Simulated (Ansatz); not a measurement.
One change: `O[SiH2]/C=C/[SeH]` becomes `O[SiH2]/C=[CH]\[GeH2][OH]`.

Ansatz, PBE0-D4/def2-TZVP geometries, multiplicity 1. Each molecule was computed in one conformer, which needn't be the lowest.

Scalar relativity is left out up to krypton.

| property | `O[SiH2]/C=C/[SeH]` |
| --- | --- |
| HOMO–LUMO gap (ωB97M-V/def2-TZVPP) / eV | 9.90 |
| HOMO–LUMO gap (B3LYP/def2-TZVPP) / eV | 5.47 |
| HOMO energy (PBE0/def2-TZVPP) / eV | -6.59 |
| LUMO energy (PBE/def2-TZVPP) / eV | -1.62 |
| HOMO energy (ωB97M-V/def2-TZVPP) / eV | -8.66 |
| HOMO energy (PBE/def2-TZVPP) / eV | -5.57 |

What does the change do to each property? (An estimate is asked.)

Ansatz gave: 
```tsv
property	`O[SiH2]/C=[CH]\[GeH2][OH]`	shift
HOMO–LUMO gap (ωB97M-V/def2-TZVPP) / eV	11.21	1.31
HOMO–LUMO gap (B3LYP/def2-TZVPP) / eV	6.52	1.05
HOMO energy (PBE0/def2-TZVPP) / eV	-7.79	-1.20
LUMO energy (PBE/def2-TZVPP) / eV	-1.82	-0.20
HOMO energy (ωB97M-V/def2-TZVPP) / eV	-10.02	-1.36
HOMO energy (PBE/def2-TZVPP) / eV	-6.37	-0.80
```

With PBE0 the HOMO falls by 1.20 eV and the LUMO falls by 0.15 eV, so the gap widens by about 1.05 eV. PBE moves the HOMO by -0.80 eV and ωB97M-V by -1.36 eV.

B3LYP here is the variant with VWN-RPA as its local correlation; programs differ in this.

Spin–orbit coupling is left out; it splits and shifts lone-pair levels of the heavy atoms by tenths of an eV.
